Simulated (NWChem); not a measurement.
All runs are NWChem calculations. System: C₂H₂F, charge 0, spin multiplicity 2, at a geometry optimised with UPBE0/def2-SVP. The structure started from a generated list of species. Its SCF solution wasn't tested for a lower state. Level: UB3LYP/cc-pVTZ, VWN1-RPA local correlation.

The NWChem input:

```
start mol
memory heap 200 mb stack 900 mb global 1100 mb
geometry units angstroms nocenter noautoz
  C      1.205366    -0.026439     0.000000
  C     -0.033877     0.422018     0.000000
  F     -1.164360    -0.216129     0.000000
  H      1.410561    -1.104048     0.000000
  H      2.039751     0.675729     0.000000
  symmetry group Cs
end
basis spherical
  * library cc-pvtz
end
dft
  xc b3lyp
  odft
  mult 2
  semidirect memsize 60000000 filesize 0
  iterations 100
end
task dft energy
```

Part of the output:

```
             Northwest Computational Chemistry Package (NWChem) 7.3.0
             --------------------------------------------------------

                                NWChem Input Module
                                -------------------

 Scaling coordinates for geometry "geometry" by  1.889725989
 (inverse scale =  0.529177249)

 Turning off AUTOSYM since
 SYMMETRY directive was detected!

                             Geometry "geometry" -> ""
                             -------------------------

 Output coordinates in angstroms (scale by  1.889725989 to convert to a.u.)

  No.       Tag          Charge          X              Y              Z
 ---- ---------------- ---------- -------------- -------------- --------------
    1 C                    6.0000     1.20536600    -0.02643900     0.00000000
    2 C                    6.0000    -0.03387700     0.42201800     0.00000000
    3 F                    9.0000    -1.16436000    -0.21612900     0.00000000
    4 H                    1.0000     1.41056100    -1.10404800     0.00000000
    5 H                    1.0000     2.03975100     0.67572900     0.00000000

 Effective nuclear repulsion energy (a.u.)      60.7853044832

            Nuclear Dipole moment (a.u.)
            ----------------------------
        X                 Y               Z
 ---------------- ---------------- ----------------
     0.0000113384    -0.0000113384     0.0000000000

      Symmetry information
      --------------------

 Group name             Cs
 Group number              2
 Group order               2
 No. of unique centers     5

      Symmetry unique atoms

     1    2    3    4    5


 Summary of "ao basis" -> "" (spherical)
 ------------------------------------------------------------------------------
       Tag                 Description            Shells   Functions and Types
 ---------------- ------------------------------  ------  ---------------------
 *                          cc-pvtz                   on all atoms

                                 NWChem DFT Module
                                 -----------------

 Summary of "ao basis" -> "ao basis" (spherical)
 ------------------------------------------------------------------------------
       Tag                 Description            Shells   Functions and Types
 ---------------- ------------------------------  ------  ---------------------
 C                          cc-pvtz                 10       30   4s3p2d1f
 F                          cc-pvtz                 10       30   4s3p2d1f
 H                          cc-pvtz                  6       14   3s2p1d

 Summary of "ao basis" -> "ao basis" (spherical)
 ------------------------------------------------------------------------------
       Tag                 Description            Shells   Functions and Types
 ---------------- ------------------------------  ------  ---------------------
 C                          cc-pvtz                 10       30   4s3p2d1f
 F                          cc-pvtz                 10       30   4s3p2d1f
 H                          cc-pvtz                  6       14   3s2p1d

      Symmetry analysis of basis
      --------------------------

        a'         80
        a"         38

            General Information
            -------------------
          SCF calculation type: DFT
          Wavefunction type:  spin polarized.
          No. of atoms     :     5
          No. of electrons :    23
           Alpha electrons :    12
            Beta electrons :    11
[...]
    37      0.192059  2 C  pz                70     -0.164060  3 F  pz
    73     -0.155033  3 F  pz                67     -0.143511  3 F  pz
    43      0.126633  2 C  pz

 Vector   12  Occ=0.000000D+00  E=-1.044040D-01  Symmetry=a'
              MO Center= -4.7D-02,  6.1D-01,  3.9D-15, r^2= 1.8D+00
   Bfn.  Coefficient  Atom+Function         Bfn.  Coefficient  Atom+Function
  ----- ------------  ---------------      ----- ------------  ---------------
    34      0.466096  2 C  s                 42      0.336308  2 C  py
    93      0.315890  4 H  s                 39      0.300269  2 C  py
    36      0.259937  2 C  py                72     -0.231418  3 F  py
    32      0.177047  2 C  s                 69     -0.174827  3 F  py
    64     -0.164799  3 F  s                  4     -0.155964  1 C  s

 Vector   13  Occ=0.000000D+00  E= 2.058242D-02  Symmetry=a"
              MO Center=  5.0D-01,  2.1D-01,  3.3D-13, r^2= 2.2D+00
   Bfn.  Coefficient  Atom+Function         Bfn.  Coefficient  Atom+Function
  ----- ------------  ---------------      ----- ------------  ---------------
    43     -0.633081  2 C  pz                13      0.621738  1 C  pz
    40     -0.373272  2 C  pz                37     -0.287153  2 C  pz
    10      0.238689  1 C  pz                 7      0.208736  1 C  pz
    73      0.206848  3 F  pz                70      0.134544  3 F  pz
    67      0.124814  3 F  pz                22     -0.032694  1 C  d  1

 Vector   14  Occ=0.000000D+00  E= 6.141180D-02  Symmetry=a'
              MO Center=  2.0D+00,  1.9D-01, -2.9D-13, r^2= 4.6D+00
   Bfn.  Coefficient  Atom+Function         Bfn.  Coefficient  Atom+Function
  ----- ------------  ---------------      ----- ------------  ---------------
     4      2.087223  1 C  s                107     -1.915901  5 H  s
    93     -1.126337  4 H  s                 11      0.784648  1 C  px
   106     -0.253111  5 H  s                  2      0.246977  1 C  s
     8      0.233953  1 C  px                64      0.213830  3 F  s
    41      0.161368  2 C  px                92     -0.131186  4 H  s

   alpha - beta orbital overlaps
   -----------------------------

   alpha      1      2      3      4      5      6      7      8      9     10
    beta      1      2      3      4      5      6      7      8      9     10
 overlap   1.000  1.000  1.000  1.000  0.997  0.990  0.870  1.000  0.870  0.997

   alpha     11     12     13     14     15     16     17     18     19     20
    beta     11     12     13     14     15     16     17     19     18     20
 overlap   0.996  0.979  0.996  0.997  0.995  0.995  0.992  0.977  0.997  0.997

   alpha     21     22     23     24     25     26     27     28     29     30
    beta     21     22     23     24     25     26     27     28     29     30
 overlap   0.986  0.996  0.970  0.943  0.906  0.944  0.999  0.994  0.995  0.988

   alpha     31     32     33     34     35     36     37     38     39     40
    beta     31     32     33     34     35     36     37     38     39     40
 overlap   0.990  0.997  1.000  0.999  1.000  0.999  0.996  0.996  0.999  0.999

   alpha     41     42     43     44     45     46     47     48     49     50
    beta     41     42     43     44     45     46     47     48     49     50
 overlap   0.996  0.999  1.000  0.999  0.995  0.998  0.999  0.997  0.998  0.997

   alpha     51     52     53     54     55     56     57     58     59     60
    beta     51     52     53     55     54     56     57     58     59     60
 overlap   0.991  0.987  0.999  0.995  1.000  0.994  0.921  0.919  0.998  0.997

   alpha     61     62     63     64     65     66     67     68     69     70
    beta     61     62     63     64     65     66     67     68     69     70
 overlap   0.995  0.995  0.997  0.998  0.998  0.990  0.990  0.986  0.947  0.968

   alpha     71     72     73     74     75     76     77     78     79     80
    beta     71     72     73     74     75     76     77     78     79     80
 overlap   0.932  0.951  0.976  0.974  0.996  0.994  0.998  0.998  0.987  0.986

   alpha     81     82     83     84     85     86     87     88     89     90
    beta     81     82     83     84     85     86     87     88     89     90
 overlap   1.000  0.996  1.000  0.996  0.998  1.000  0.999  1.000  0.999  1.000

   alpha     91     92     93     94     95     96     97     98     99    100
    beta     91     92     93     94     95     96     97     98     99    100
 overlap   1.000  1.000  1.000  0.998  1.000  0.997  0.998  1.000  1.000  1.000

   alpha    101    102    103    104    105    106    107    108    109    110
    beta    101    102    103    104    105    106    107    108    109    110
 overlap   1.000  1.000  1.000  1.000  1.000  1.000  1.000  1.000  1.000  1.000

   alpha    111    112    113    114    115    116    117    118
    beta    111    112    113    114    115    116    117    118
 overlap   1.000  1.000  1.000  1.000  1.000  1.000  1.000  1.000

     --------------------------
     Expectation value of S2:
     --------------------------
      <S2> =      0.7595 (Exact =     0.7500)

 center of mass
 --------------
 x =  -0.19251550 y =   0.00878122 z =   0.00000000

 moments of inertia (a.u.)
 ------------------
          16.857915024023         -14.526734775591           0.000000000000
         -14.526734775591         174.755938185348           0.000000000000
           0.000000000000           0.000000000000         191.613853209371

     Multipole analysis of the density
     ---------------------------------

     L   x y z        total         alpha         beta         nuclear
     -   - - -        -----         -----         ----         -------
     0   0 0 0     -0.000000    -12.000000    -11.000000     23.000000

     1   1 0 0      0.340713      0.365054     -0.024353      0.000011
     1   0 1 0     -0.092371     -0.672353      0.579994     -0.000011
     1   0 0 1     -0.000000     -0.000000     -0.000000      0.000000

     2   2 0 0    -11.909856    -55.012705    -53.588015     96.690864
     2   1 1 0     -0.113203     -2.975457     -3.597327      6.459581
     2   1 0 1      0.000000      0.000000      0.000000      0.000000
     2   0 2 0    -12.237767    -13.590123     -9.963370     11.315727
     2   0 1 1     -0.000000     -0.000000     -0.000000      0.000000
     2   0 0 2    -13.646361     -7.131613     -6.514747      0.000000

 Task  times  cpu:       11.9s     wall:       11.9s

 Total times  cpu:       12.0s     wall:       12.0s
```
